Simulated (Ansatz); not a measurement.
`C#[C][Zr]([Cl])([Cl])[O]C`. Total charge 0; spin multiplicity 1. Zr takes the def2 core potential. Geometry: relaxed with PBE0-D4/def2-TZVP. It is one conformer, not always the lowest.

```xyz
11

C     2.391   -1.081    1.995
C     1.724   -0.317    1.326
Zr    0.565    1.094    0.143
Cl   -0.338    2.751    1.538
Cl    1.904    1.999   -1.557
O    -0.825    0.104   -0.623
C    -1.889   -0.566   -1.231
H     2.979   -1.750    2.584
H    -1.818   -0.468   -2.317
H    -1.857   -1.625   -0.964
H    -2.838   -0.141   -0.894
```

(1) What is the dipole moment at B3LYP/def2-TZVPP? (Estimate.)

(2) And with PBE, r2SCAN, ωB97M-V? (An estimate is asked.)

(3) Give the Mulliken charges with B3LYP, PBE, r2SCAN in def2-TZVPP. (An estimate is asked.)

Results:

(1) The calculation gave: 3.16 D, with components (-1.74, -2.56, -0.64) D in this frame, pointing from negative to positive charge.

(2) Computed: PBE 3.19 D, r2SCAN 3.23 D, ωB97M-V 3.13 D.

(3) Computed: 
```
atom  B3LYP    PBE  r2SCAN
  C1  -0.22  -0.23   -0.33
  C2  -0.45  -0.34   -0.34
 Zr3   1.25   1.09    1.30
 Cl4  -0.30  -0.27   -0.30
 Cl5  -0.30  -0.27   -0.30
  O6  -0.45  -0.36   -0.43
  C7  -0.13  -0.15    0.00
  H8   0.23   0.20    0.21
  H9   0.11   0.11    0.07
 H10   0.12   0.11    0.07
 H11   0.11   0.11    0.07
```

B3LYP here is the variant with VWN-RPA as its local correlation; programs differ in this.
